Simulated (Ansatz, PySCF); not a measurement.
SeSn, singlet, geometry from GFN2-xTB (such geometries of metal compounds can be far from the true shape) (all electrons, no relativity). Base run: PySCF with BLYP/STO-3G.

Geometry (Å):
```xyz
2

Sn     0.0000     0.0000    -0.9462
Se     0.0000     0.0000     1.3914
```
Charge 0, spin multiplicity 1.
All else is at PySCF's defaults.

The same geometry, method and basis name were run in Ansatz (an electronic-structure program) and PySCF, at each program's defaults and at the settings that a row names. The base is PySCF at its defaults. Differences at the defaults can come from grids, fitting, cores and function types together.

```json
[
 {"code and settings": "PySCF, defaults (exact integrals, its default grid, spherical functions)", "ΔE vs base (µEh)": "0.0", "basis functions": "45", "E (Eh)": "-8339.96453", "SCF cycles": "10", "dipole (D)": "1.99"},
 {"code and settings": "Ansatz, defaults (factorised integrals, its default grid, spherical functions)", "ΔE vs base (µEh)": "7.0", "basis functions": "45", "E (Eh)": "-8339.96452", "SCF cycles": "-", "dipole (D)": "-"},
 {"code and settings": "PySCF, fine grid", "ΔE vs base (µEh)": "14.7", "basis functions": "45", "E (Eh)": "-8339.96451", "SCF cycles": "10", "dipole (D)": "1.99"},
 {"code and settings": "Ansatz, high accuracy", "ΔE vs base (µEh)": "9.1", "basis functions": "45", "E (Eh)": "-8339.96452", "SCF cycles": "-", "dipole (D)": "-"}
]
```
